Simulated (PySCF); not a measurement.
Run record: geometry optimisation, `OB(CC)O` (ethylboronic acid).

Method: PBE0-D3(BJ)/def2-SVP geometry optimisation, gas phase (PySCF 2.14.0). Start geometry: GFN2-xTB. The input is one job of a driver script: a line of settings, then coordinates in Å.

Command:
```bash
OMP_NUM_THREADS=1 python probes_run.py task.json out
```

Input:
```
{"job": {"xc": "PBE0", "basis": "def2-SVP", "d3": "d3bj", "grid": 1, "shake": 0.01, "kind": "geom"}, "charge": 0, "multiplicity": 1}
C     -1.551680     0.099780     0.206590
C     -0.305630     0.342900    -0.622970
B      1.011300    -0.118980     0.133610
O      1.263560     0.285080     1.410160
O      1.993590    -0.898420    -0.441790
H     -1.488770     0.638390     1.155690
H     -2.436440     0.506170    -0.320760
H     -1.705790    -0.929480     0.388470
H     -0.222750     1.419400    -0.824910
H     -0.406880    -0.165880    -1.571850
H      2.042220    -0.035700     1.802950
H      1.846970    -1.171540    -1.324210
```

Output:
```
step   0  E = -255.36299682  max force = 0.043095
step   1  E = -255.36817179  max force = 0.011043
step   2  E = -255.36858840  max force = 0.003010
step   3  E = -255.36870421  max force = 0.002705
step   4  E = -255.36874605  max force = 0.000372
step   5  E = -255.36875957  max force = 0.000405
optimisation converged
```

Energies in Eh; «max force» is the largest Cartesian gradient component in Eh/bohr.

**Question.** Give the first gradient maximum in eV/Å.

**Answer.** With 1 Eh/bohr = 51.422 eV/Å, 2.216 eV/Å.

**Question.** How much energy does the optimisation release, in kJ/mol?

**Answer.** E(step 0) − E(last step) = 0.005763 Eh, which is 15.1 kJ/mol.

Main results: final energy -255.36876 Eh after 5 steps; dipole 1.46 D.

**Question.** Where do the atoms end?

**Answer.** 0.106 Å rms from the input after alignment:
```
atom  x, y, z in Å
C1    -1.5941    0.1248    0.1541
C2    -0.2845    0.2958   -0.6102
B3     1.0014   -0.1355    0.2010
O4     1.0669    0.1440    1.5304
O5     2.0798   -0.7622   -0.3619
H6    -1.5567    0.6552    1.1171
H7    -2.4569    0.5102   -0.4109
H8    -1.7940   -0.9353    0.3777
H9    -0.1457    1.3641   -0.8647
H10   -0.3310   -0.2284   -1.5816
H11    1.9025   -0.1518    1.9093
H12    1.9567   -0.9431   -1.2974
```

**Question.** How long does this job take on one thread, Arm Neoverse V1 (aarch64), no GPU, on a shared host? And the peak memory of the process?

**Answer.** About 22 s, with 0.43 GiB resident at the peak, the Python interpreter and its libraries included.
Labels such as C1 count atoms from 1, the log's own numbers from 0.
